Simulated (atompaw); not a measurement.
Building the PAW (atompaw) potential for dysprosium (LDA (PW92), scalar-relativistic).

Input for atompaw 4.2.0.5:

```
Dy 66
LDA-PW scalarrelativistic loggrid 2001 logderivrange -6 5 276
6 6 5 4 0 0
6 0 1.5
6 1 0
5 2 0
4 3 10
0 0 0
c
c
c
c
v
v
c
c
c
v
v
c
c
v
v
3
2.90 2.15 1.90 2.50
n
n
y
0.15
n
y
-0.15
n
custom rrkj vanderbiltortho sinc
4 1 troulliermartins
2.05
2.90
2.25
2.90
2.90
2.90
1.50
1.50
PWSCFOUT
UPFDX 0.0125d0 UPFXMIN -7.d0 UPFZMESH 66.d0
END
```

Command:

```bash
atompaw < Dy.input > Dy.log
```

Resulting log (summary file):

```
[... start of the log left out ...]
         rc =    2.9017935632144125
        irc =         1512
   rc_shape =    2.1530486446116317
    rc_vloc =    1.9055922288096676
    rc_core =    2.5165532147884941
   Vloc: Norm-conserving Troullier-Martins with l= 4;e=   1.0000E+00
   Projector type: RRKJ pseudization + Vanderbilt ortho.
   Sinc^2 compensation charge shape zeroed at   2.1530E+00

 Number of basis functions     8
 No.   n  nodes  l      Energy         Cp coeff         Occ
  1    5    4    0   -0.3836987E+01  0.1427873E+00  0.2000000E+01
  2    6    5    0   -0.4720170E+00  0.4479131E+01  0.1500000E+01
  3    5    3    1   -0.2102553E+01 -0.2240124E+01  0.6000000E+01
  4    6    4    1   -0.2421555E+00 -0.2456804E+01  0.0000000E+00
  5    5    2    2   -0.3007417E+00  0.1606762E+03  0.0000000E+00
  6  999    3    2    0.1500000E+00  0.6488840E+01  0.0000000E+00
  7    4    0    3   -0.4724064E+00 -0.2397497E+03  0.1000000E+02
  8  999    1    3   -0.1500000E+00 -0.2896064E+03  0.0000000E+00

 Eigenvalues of overlap operator (in the basis of projectors):
    1       -8.67203167E-01
    2        2.46619874E-01
    3        3.51558628E-01
    4        3.99339707E+00
    5        2.45839737E+01
    6        7.16869422E+01
    7        1.67951835E+03
    8        3.79111994E+04

The overlap operator has at least one negative eigenvalue!
It might be not positive definite...
Program is stopping.
This probably means that your projectors are too similar
or that your PAW basis is incomplete.
Advice: try to change your input parameters (f.i. : reference energies).
```

The run stopped because the overlap operator built from these waves and projectors is not positive definite.

The run took about 28 s on one core of a shared server CPU.
